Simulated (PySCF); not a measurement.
CH5FS2Si, SMILES C[Si](F)(S)S. Atoms are numbered in the order given.

```xyz
10

C      1.7545    -1.1064     0.2215
Si     0.2075    -0.0885     0.2710
F     -0.0807     0.3465     1.8102
S      0.5239     1.6224    -0.9607
S     -1.5812    -1.1316    -0.2650
H      1.6544    -1.9676     0.8991
H      1.9450    -1.4836    -0.7943
H      2.6214    -0.5071     0.5402
H     -0.7569     2.0439    -0.8748
H     -1.2529    -1.1787    -1.5748
```
Charge 0, spin multiplicity 1.

Coordinates come from a PBE0-D3(BJ)/def2-SVP optimisation. This is a generated structure with no PubChem entry under its InChIKey; it may be hypothetical. The values are those of a single conformer.

Computed with PBE/pcSseg-1 run with PySCF.

GIAO shieldings, no solvent; atoms listed in one row are averaged. δ = σ(ref) − σ: ¹³C against TMS (σ = 182.0 ppm); ²⁹Si against TMS (σ = 335.4 ppm); ¹⁹F against CFCl3 (σ = 133.6 ppm); ³³S against H2S (σ = 706.5 ppm); ¹H against TMS (σ = 31.49 ppm), references at their B3LYP-D3(BJ)/def2-TZVP geometries, non-relativistic.

| nucleus | atoms | count | δ (ppm) |
|---|---|---|---|
| ¹³C | C1 | 1 | 8.6 |
| ²⁹Si | Si2 | 1 | 49.5 |
| ¹⁹F | F3 | 1 | -159.3 |
| ³³S | S4 | 1 | 112.2 |
| ³³S | S5 | 1 | 81.8 |
| ¹H | H9 | 1 | 1.66 |
| ¹H | H6, H7, H8 | 3 | 0.90 |
| ¹H | H10 | 1 | 0.86 |
